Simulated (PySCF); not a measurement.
Give a PBE0-D3(BJ)/def2-SVP geometry of CdMe(SeMe) (`C[Se][Cd][CH3]`). (Singlet state.)

```xyz
10
C2H6CdSe angstrom
Cd     0.2839   -0.7472    0.5644
C      0.1590   -0.4901    2.6581
H     -0.8750   -0.2659    2.9586
H      0.8099    0.3357    2.9810
H      0.4812   -1.4104    3.1689
Se     0.4419   -1.0900   -1.8766
C     -0.2047    0.6576   -2.5020
H     -1.2217    0.8660   -2.1461
H     -0.2230    0.6004   -3.5988
H      0.4732    1.4671   -2.2030
```

Any rigid rotation of these coordinates is as good. Atoms count from 1 in this order. Se6 (selenium bonded to C and Cd) is bent (angle 99.8°). The 4 heavy atoms lie in one plane (0.001 Å rms).

Bonds between heavy atoms (Å): Cd1–C2 2.113, Cd1–Se6 2.470, Se6–C7 1.966.

The calculation used PySCF, PBE0-D3(BJ)/def2-SVP geometry optimisation, gas phase, def2 core potentials past Kr.

Point group: near Cs, missed by 0.10 Å at most; the miss may be what the optimiser left on a soft mode. Not checked by PBE0-D3(BJ)/def2-SVP frequencies.

Hardware: Arm Neoverse V1, one thread, no GPU, shared host. Cost: 87 s wall, 0.49 GiB resident at most. These figures are those of the optimisation.
